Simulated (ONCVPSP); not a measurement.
## u(r) = r·R(r): atom against pseudo-atom (aluminium (Al))

Columns: radius, all-electron u(r) and pseudo u(r) of the 3p shell (level -2.69 eV) of aluminium in the configuration [Ne] 3s2 3p1; PBEsol, scalar-relativistic, ONCV scheme, ONCVPSP 4.0.1.

```json
{"r (bohr)": "0.098", "all-electron": "-0.0713", "pseudo": "0.0021"}
{"r (bohr)": "0.195", "all-electron": "-0.1597", "pseudo": "0.0083"}
{"r (bohr)": "0.292", "all-electron": "-0.2070", "pseudo": "0.0185"}
{"r (bohr)": "0.390", "all-electron": "-0.2124", "pseudo": "0.0329"}
{"r (bohr)": "0.488", "all-electron": "-0.1866", "pseudo": "0.0511"}
{"r (bohr)": "0.585", "all-electron": "-0.1417", "pseudo": "0.0727"}
{"r (bohr)": "0.682", "all-electron": "-0.0859", "pseudo": "0.0978"}
{"r (bohr)": "0.780", "all-electron": "-0.0244", "pseudo": "0.1261"}
{"r (bohr)": "0.878", "all-electron": "0.0384", "pseudo": "0.1571"}
{"r (bohr)": "0.975", "all-electron": "0.0992", "pseudo": "0.1897"}
{"r (bohr)": "1.072", "all-electron": "0.1571", "pseudo": "0.2237"}
{"r (bohr)": "1.170", "all-electron": "0.2119", "pseudo": "0.2590"}
{"r (bohr)": "1.268", "all-electron": "0.2625", "pseudo": "0.2944"}
{"r (bohr)": "1.365", "all-electron": "0.3082", "pseudo": "0.3290"}
{"r (bohr)": "1.463", "all-electron": "0.3500", "pseudo": "0.3628"}
{"r (bohr)": "1.560", "all-electron": "0.3872", "pseudo": "0.3944"}
{"r (bohr)": "1.658", "all-electron": "0.4207", "pseudo": "0.4240"}
{"r (bohr)": "1.755", "all-electron": "0.4496", "pseudo": "0.4508"}
{"r (bohr)": "1.852", "all-electron": "0.4747", "pseudo": "0.4749"}
{"r (bohr)": "1.950", "all-electron": "0.4961", "pseudo": "0.4961"}
{"r (bohr)": "2.047", "all-electron": "0.5138", "pseudo": "0.5138"}
{"r (bohr)": "2.145", "all-electron": "0.5283", "pseudo": "0.5283"}
{"r (bohr)": "2.242", "all-electron": "0.5396", "pseudo": "0.5396"}
{"r (bohr)": "2.340", "all-electron": "0.5481", "pseudo": "0.5481"}
{"r (bohr)": "2.438", "all-electron": "0.5540", "pseudo": "0.5540"}
{"r (bohr)": "2.535", "all-electron": "0.5574", "pseudo": "0.5574"}
```

(1) How many radial nodes do the two functions have?

(2) At about which radius was the pseudo-wave matched?

(3) Is the pseudo-wave norm-conserving?

Results:

(1) The all-electron 3p function has n − l − 1 = 1; the pseudo-wave has 0, since the states of the same l below it are removed with the core.

(2) 1.95 bohr. The columns agree to 0.0005 from 1.85 bohr on; several derivatives are matched, so the curves merge somewhat inside the radius.

(3) Yes: the ONCV scheme keeps the norm inside the radius equal to the all-electron one, which fixes the energy derivative of the logarithmic derivative at the level.
